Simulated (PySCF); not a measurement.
HP2, SMILES P#[PH+], charge +1. Atoms are numbered in the order given.

```xyz
3

P      0.0000     0.0000     1.0114
P      0.0000     0.0000    -0.8598
H      0.0000     0.0000    -2.2751
```
Charge +1, spin multiplicity 1.

Geometry: TPSSh-D3(BJ)/def2-TZVPD. The isomer is the one that the SMILES or the coordinates give; other isomers of the formula were not compared.

Computed with PBE0/pcJ-1 (PySCF).

Isotropic couplings with Fermi-contact, spin-dipole and both spin-orbit terms, one fixed conformer, no vibrational averaging. Isotopes: 1H, 31P.

Problem. Estimate the spin–spin coupling constants. (An estimate is asked for; the answer gives what the named calculation found.)

Solution. 
| pair | bonds apart | J (Hz) |
|---|---|---|
| P1–P2 | 1 | -404.1 |
| P2–H3 | 1 | 683.8 |
| P1–H3 | 2 | -143.6 |
